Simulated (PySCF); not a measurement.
## Working out the ionisation energy of Tc+

Tc+ [Kr] 4d5 5s1 (7S) → Tc(2+) [Kr] 4d5 (6S). All numbers are calculated (PySCF 2.14, the spin-free X2C one-electron Hamiltonian (Gaussian nucleus), in x2c-TZVPPall). Frozen: [Kr]. Energies in hartree (1 hartree = 27.21139 eV):

```json
{"part": "UHF", "Tc+ (lower)": "-4282.842939", "Tc(2+) (upper)": "-4282.319281"}
{"part": "CCSD correlation", "Tc+ (lower)": "-0.085774", "Tc(2+) (upper)": "-0.065063"}
{"part": "(T)", "Tc+ (lower)": "-0.001523", "Tc(2+) (upper)": "-0.000771"}
```

**Question.** What does Hartree-Fock give?

**Answer.** (-4282.319281) − (-4282.842939) = 0.523658 hartree = 14.249 eV.

**Question.** What do CCSD and CCSD(T) give?

**Answer.** The CCSD correlation energies differ by 0.020711 hartree = 0.564 eV and the triples by 0.000752 hartree = 0.020 eV, so CCSD gives 14.813 eV and CCSD(T) 14.833 eV.

Reference: 15.26 eV (semi-empirical (NIST evaluation); NIST Atomic Spectra Database, ionization energies).

What remains against the reference includes basis incompleteness, the frozen core and higher excitations.
